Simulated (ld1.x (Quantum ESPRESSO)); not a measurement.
Values are calculated unless marked as measured or tabulated.
## Hardness and transferability of assorted potentials

Generated with ld1.x 7.5 (TM, RRKJ, ultrasoft, PAW), atompaw 4.2 or ONCVPSP 4.0.1. The cutoff is in Ry: for ld1.x and atompaw files where the sum of valence levels is converged to 10 mRy in a Bessel basis, for ONCV files where the hardest occupied wave has 1 mHa per electron of residual kinetic energy. The error is the largest all-electron minus pseudo excitation energy over each file’s own four to seven test configurations (ionisations up to +4, promotions, holes and added fractions of an electron), all of which were solved. The labels leave out finer settings (local radius, basis sizes, second energies), which also bear on the numbers. Spin-polarised tests are not counted. The rows are a selection from randomly drawn settings: files with unsolved tests, undetermined cutoffs or missed reference levels are left out.

A true bound ghost makes a file unfit for plane-wave use even where its test errors are small: the radial tests pick states by their node count and pass the ghost by.

| element | potential | cutoff (Ry) | largest error (meV) | bound ghosts |
| --- | --- | --- | --- | --- |
| O | ultrasoft, LDA (PZ), scalar-relativistic, rc 0.95/0.95/0.85 (spd), local smoothed, core correction yes, reference 2s2 2p4 | 80 | -190 | none |
| F | PAW, PBE, scalar-relativistic, rc 0.85/1.00 (sp), local smoothed, core correction yes, reference 2s2 2p5 | 70 | -3.3 | none |
| Fe | PAW, LDA (PZ), scalar-relativistic, rc 1.35/1.02/1.15 (spd), local smoothed, core correction yes, reference 3s2 3p6 3d6 4s2 4p0 | 90 | -25 | none |
| Co | PAW, PBE, scalar-relativistic, rc 2.00/3.20/2.05 (spd), local smoothed, core correction yes, reference 3d7 4s1 4p0 | 25 | -270 | s |
| Sn | TM, PBE, scalar-relativistic, rc 1.70/2.05/2.00 (spd), local smoothed, core correction yes, reference 5s2 5p1 | 25 | -170 | d, s |
| Xe | TM semilocal, PBE, scalar-relativistic, rc 1.70/1.50 (sp), local s, core correction yes, reference 5s2 5p5.5 | 55 | -37 | none |

Problem. Fill in the row for Se: ultrasoft, PBE, scalar-relativistic, rc 1.40/1.70 (sp), local smoothed, core correction yes, reference 4s2 4p4.

Solution. cutoff 18 Ry, largest error -263 meV, bound ghosts: s.

Problem. Fill in the row for Gd: TM, LDA (PZ), fully relativistic, rc 3.45/3.10/3.40 (spd), local s, core correction yes, reference 5d1 6s1.5 6p0.5.

Solution. cutoff 12 Ry, largest error -57 meV, bound ghosts: p3/2.

Problem. Fill in the row for Sb: TM, LDA (PZ), scalar-relativistic, rc 1.80/2.50/1.60 (spd), local s, core correction yes, reference 4d10 5s2 5p2.5.

Solution. cutoff 90 Ry, largest error -29 meV, bound ghosts: none.
